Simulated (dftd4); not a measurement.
Input for dftd4:
```
$ dftd4 mol.xyz --func tpssh --charge -1 --json dftd4.json --noedisp --property

# file mol.xyz
11

Cl     3.08799008    -0.39677225    -1.26569421
Si     1.47398113     0.29321702    -0.19461162
Cl     2.17933231     0.66766398     1.66884890
Cl     0.97661910     2.06905610    -1.02181231
C      0.10544345    -0.99510331    -0.21573527
Si    -1.63560367    -0.25343323     0.20330251
Cl    -2.05187644     0.25737694    -1.98728099
Cl    -1.20310332    -0.20377725     2.43948372
Cl    -2.91612256    -1.88424425     0.27626352
H      0.33616261    -1.78103735     0.50587682
H      0.05562643    -1.46347131    -1.19988467
```

Question: What does this run give for the partial charges in atom order, dispersion energy?

Answer: 
The partial charges in atom order comes out as Cl1 -0.23, Si2 0.18, Cl3 -0.21, Cl4 -0.21, C5 -0.21, Si6 0.16, Cl7 -0.22, Cl8 -0.22, Cl9 -0.22, H10 0.09, H11 0.09 and the dispersion energy comes out as -20.12 kcal/mol.
